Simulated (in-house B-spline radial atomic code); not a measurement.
## RPA and G0W0 on BLYP: Li III (Li2+)

Configuration 1s1, highest spin, mean-field start BLYP. Computed with a B-spline radial code for spherical atoms: all electrons, scalar-relativistic (spin-free one-electron X2C), finite nucleus, each spin shell either full or empty, empty states to l = 9 with an (l + 1/2)⁻⁴ tail; G0W0 by contour deformation at full frequency.

With one electron the exact correlation energy is zero, so what RPA and GW give is self-correlation.

Command:
```bash
python run_gw.py task.json out
```
Settings (radii: box in bohr, nucleus in fm):
```
Z                        3
electrons                1
configuration            1s1
hamiltonian              x2c
method                   b88,lyp
lmax                     9
rms_radius               2.444
spin_polarised           True
box_radius               17.55
intervals                72
ion_configuration        bare nucleus
```

Time taken, with all properties: 0.5 s on 1 thread of Arm Neoverse V2, with other jobs on the host.

Energies (hartree):

| term | value |
| --- | --- |
| mean-field total | -4.49295 |
| Hartree-Fock functional on these orbitals | -4.49991 |
| direct second order | -0.023443 |
| second-order exchange | 0.023444 |
| SOSEX correction | 0.02249 |

Problem. What is the RPA correlation energy, and what remains with SOSEX?

Solution. RPA gives -0.022489 hartree (-0.612 eV per electron); RPA + SOSEX gives 0, and the second-order doubles 0 hartree (no singles). SOSEX takes back 100 % of the RPA value.

Quasi-particle levels (eV):

```tsv
level	occupied	mean field	Σx - vxc	Σc	QP weight	G0W0
1s up	yes	-103.61	-18.84	?	?	?
1s down	no	-73.30	0.00	-2.19	0.989	-75.50
```

G0W0 = mean field + (Σx - vxc) + Σc, with Σc (partial-wave tail included) taken at the quasi-particle energy.

Problem. Where does G0W0 put 1s up?

Solution. At -121.96 eV, with Σc = 0.49 eV and a quasi-particle weight of 0.982. The tabulated removal energy is 122.454 eV (NIST, tabulated theory).

Problem. What does it cost to remove one electron (to the bare nucleus) by differences of total energies, each species on its own start (correlation terms add to the Hartree-Fock functional)?

Solution. BLYP 122.26 eV, Hartree-Fock functional 122.45 eV, + RPA 123.06 eV, + RPA + SOSEX 122.45 eV, + second order 122.45 eV. Tabulated: 122.454 eV (NIST, tabulated theory).
